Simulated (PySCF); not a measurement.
Species: AlCl₃GaH₃.
Numbering: `[Cl:1][AlH-:2]1[Cl+:3][GaH2-:4][Cl+:5]1` (hydrogens: H6 on Al2; H7, H8 on Ga4)

Computed by this run: PBE0-D3(BJ)/def2-SVP geometry optimisation, gas phase (PySCF 2.14.0); density fitting, grid level 1; the optimiser is geomeTRIC in internal coordinates, started from a GFN2-xTB structure with every atom displaced at random (about 0.01 Å).

Step 0: E = -96554.6771 eV
```
atom  x, y, z in Å  |  force x, y, z in eV/Å
Cl1    -3.0176    0.9012    0.3662   -1.811   1.460   0.612
Al2    -1.5309   -0.3094   -0.1575    1.164  -1.215  -0.645
Cl3    -0.0681   -0.5560    1.4728    0.179  -0.252   1.336
Ga4     1.6110    0.2525    0.1225    1.025   0.173   0.105
Cl5    -0.0141    0.7072   -1.4286    0.011   0.741  -1.015
H6     -1.5834   -1.6954   -0.7699   -0.442  -0.826  -0.379
H7      2.1445    1.5681    0.7110   -0.114   0.352   0.160
H8      2.5136   -0.8865   -0.3690   -0.010  -0.433  -0.174
```

Step 1: E = -96555.0494 eV
```
atom  x, y, z in Å  |  force x, y, z in eV/Å
Cl1    -3.0755    0.9384    0.3787    0.140  -0.105  -0.045
Al2    -1.5211   -0.3687   -0.1912    0.240  -0.002   0.062
Cl3    -0.0200   -0.5592    1.5641   -0.066   0.075  -0.220
Ga4     1.7222    0.2883    0.1429    0.074   0.003   0.014
Cl5     0.0108    0.7685   -1.4830   -0.052  -0.047   0.165
H6     -1.7324   -1.7957   -0.8215   -0.091   0.090   0.046
H7      2.1563    1.6579    0.7466   -0.094  -0.089  -0.048
H8      2.5147   -0.9477   -0.3892   -0.152   0.075   0.026
```

Step 2: E = -96555.0607 eV
```
atom  x, y, z in Å  |  force x, y, z in eV/Å
Cl1    -3.0505    0.9363    0.3765    0.058  -0.040  -0.014
Al2    -1.5061   -0.3745   -0.1929    0.184   0.011   0.054
Cl3    -0.0163   -0.5589    1.5567   -0.055   0.031  -0.113
Ga4     1.7205    0.2911    0.1445    0.022   0.021   0.010
Cl5     0.0145    0.7677   -1.4773   -0.045  -0.016   0.074
H6     -1.7422   -1.7939   -0.8184   -0.070   0.015   0.010
H7      2.1394    1.6574    0.7458   -0.040   0.005  -0.004
H8      2.4956   -0.9436   -0.3874   -0.054  -0.026  -0.017
```

Question: Estimate the geometry and energy of step 3. (The exact step hangs on the optimiser's Hessian estimate; all steps are aligned on step 2, rigid shifts and turns removed.)

Answer: E = -96555.0657 eV, largest force 0.070 eV/Å
```
atom  x, y, z in Å  |  force x, y, z in eV/Å
Cl1    -3.0142    0.9362    0.3742   -0.036   0.035   0.023
Al2    -1.4847   -0.3833   -0.1949    0.065  -0.024   0.011
Cl3    -0.0117   -0.5611    1.5473   -0.026  -0.021   0.027
Ga4     1.7191    0.2971    0.1469    0.035   0.025  -0.002
Cl5     0.0187    0.7661   -1.4719   -0.024   0.019  -0.035
H6     -1.7622   -1.7951   -0.8159   -0.025  -0.018  -0.008
H7      2.1156    1.6667    0.7491    0.004   0.019   0.007
H8      2.4744   -0.9449   -0.3874    0.007  -0.034  -0.022
```

The energy changes by -0.0050 eV. The first-order estimate −F·Δx gives -0.0105 eV and the mean of the old and new forces, exact on a quadratic surface, -0.0054 eV. The step makes an angle of 51° with the force vector and moves no atom by more than 0.036 Å.

What follows is the cost of the whole optimisation. The run took 1.7 min of wall time on one thread of an Arm Neoverse V1, no GPU (shared host), and the process peaked at 0.51 GiB of memory.
